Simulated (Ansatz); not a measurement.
Computed with Ansatz on PBE0-D4/def2-TZVP structures; ΔE is electronic, products minus reactants. CBS: MP2 limit from def2 TZ/QZ plus the TZ coupled-cluster correction, frozen cores. This one scheme is used for every species. Functionals use def2-TZVPP. B3LYP here is the variant with VWN-RPA as its local correlation; programs differ in this. def2 core potentials past Kr. For Sn outer-core shells are correlated without core-valence functions, which leaves a few kJ/mol of doubt a bond. Each species was taken in one conformer, which may not be the lowest.

Reaction (ligand exchange at the Sn–C bond): `[OH][SnH2][CH2][SiH3]` + CH₃OH → `C[O][SnH2][OH]` + `C[SiH3]`

```csv
species,B3LYP-D4 energy (Eh)
`[OH][SnH2][CH2][SiH3]`,-622.11262
CH₃OH,-115.78095
`C[O][SnH2][OH]`,-406.63848
`C[SiH3]`,-331.26810
```

Question: Work out ΔE.

Answer: ΔE = (-406.63848) + (-331.26810) − (-622.11262) − (-115.78095) = -0.01301 Eh = -34.2 kJ/mol. CCSD(T)/CBS gives -27.5 kJ/mol.

Largest T1 diagnostic among the species: 0.014.

From PBE to PBE0 (25 % exact exchange), in def2-TZVPP and without D4, ΔE moves by +3.3 kJ/mol. The D4 term adds +4.9 kJ/mol with B3LYP and +2.9 kJ/mol with PBE0; it sums over pairs of atoms, weighted by their polarisabilities, and B3LYP, whose exchange is more repulsive, gets the larger term.
